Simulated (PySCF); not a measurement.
# Löwdin shares of the frontier orbitals

Trichlorosilane, Cl3HSi.
Geometry (PBE0-D3(BJ)/def2-TZVP, Å), atoms numbered from 1 in this order:
```xyz
5
Cl3HSi angstrom
Cl    -0.616    1.748   -0.865
Si     0.041   -0.029   -0.137
Cl    -1.103   -1.530   -0.882
Cl     1.975   -0.313   -0.685
H     -0.055   -0.021    1.328
```

Computed, not measured: TDDFT CAM-B3LYP/aug-cc-pVTZ, vertical, gas phase, core orbitals frozen in the response in PySCF. Geometry: PBE0-D3(BJ)/def2-TZVP; no solvent, vibrations or thermal averaging.

Kohn–Sham orbitals with the atoms that hold most of them (Löwdin shares over 4%, at most four atoms; ? is withheld):

```json
{"orbital": "HOMO-3", "ε (eV)": "-11.20", "atoms": "Cl4 40%, Cl3 34%, Si2 16%, Cl1 10%"}
{"orbital": "HOMO-2", "ε (eV)": "-11.20", "atoms": "Cl1 46%, Cl3 22%, Cl4 16%, Si2 16%"}
{"orbital": "HOMO-1", "ε (eV)": "-11.04", "atoms": "?"}
{"orbital": "HOMO", "ε (eV)": "-10.80", "atoms": "?"}
{"orbital": "LUMO", "ε (eV)": "?", "atoms": "H5 60%, Si2 19%, Cl4 7%, Cl3 7%"}
{"orbital": "LUMO+1", "ε (eV)": "0.45", "atoms": "Si2 43%, H5 19%, Cl4 13%, Cl3 13%"}
{"orbital": "LUMO+2", "ε (eV)": "0.67", "atoms": "Si2 64%, Cl1 13%, Cl3 11%, Cl4 7%"}
```

Q: Which atoms hold the HOMO, and with what shares?

A: Cl1 (bonded to Si) 28%; Cl3 (bonded to Si) 28%; Cl4 (bonded to Si) 28%; Si2 (bonded to 3 Cl and H) 16%. By element: chlorine 84%, silicon 16%.

Q: Give the leading atoms of the HOMO-1.

A: Si2 (bonded to 3 Cl and H) 21%; Cl1 (bonded to Si) 21%; Cl4 (bonded to Si) 21%; Cl3 (bonded to Si) 20%. By element: chlorine 62%, silicon 21%.

Q: What is the LUMO energy, and the HOMO–LUMO gap?

A: ε(LUMO) = 0.38 eV; the gap is 11.17 eV (0.4105 hartree).

Within 0.005 eV of a neighbour in this list lie HOMO-3/HOMO-2 (point group found: C3v); within a degenerate set the shares of single atoms can hang on how the components are chosen.

Q: How does S1 compare with the orbital gap of 11.17 eV?

A: S1 is at 7.86 eV (f = 0.0000), 3.31 eV below the gap, made of HOMO→LUMO+1 (59%), HOMO→LUMO+4 (18%), HOMO→LUMO (12%). Its leading pair isn't HOMO and LUMO; the energies of that pair differ by 11.25 eV. 

Next come S2 at 8.18 eV (f 0.011), HOMO-3/HOMO-2→LUMO+1 (≥39%), HOMO-1→LUMO+2 (16%), HOMO-3/HOMO-2→LUMO+4 (≥12%); S3 at 8.18 eV (f 0.011), HOMO-3/HOMO-2→LUMO+1 (≥39%), HOMO-1→LUMO+3 (15%), HOMO-3/HOMO-2→LUMO+4 (≥12%); S4 at 8.20 eV (f 0.069), HOMO-1→LUMO+1 (64%), HOMO-1→LUMO+4 (18%); S5 at 8.42 eV (f 0.021), HOMO→LUMO+2 (47%), HOMO→LUMO+5 (19%).

Orbitals of the list HOMO-3 to LUMO+2 that lie within 0.01 eV of each other are written together with a slash and their weights summed (≥ marks a lower bound); for degenerate orbitals outside that list single weights are arbitrary.

The run took 17 s wall on one thread, Intel Xeon 6975P-C (x86_64), no GPU, on a shared host, and the process peaked at 0.87 GiB of memory.
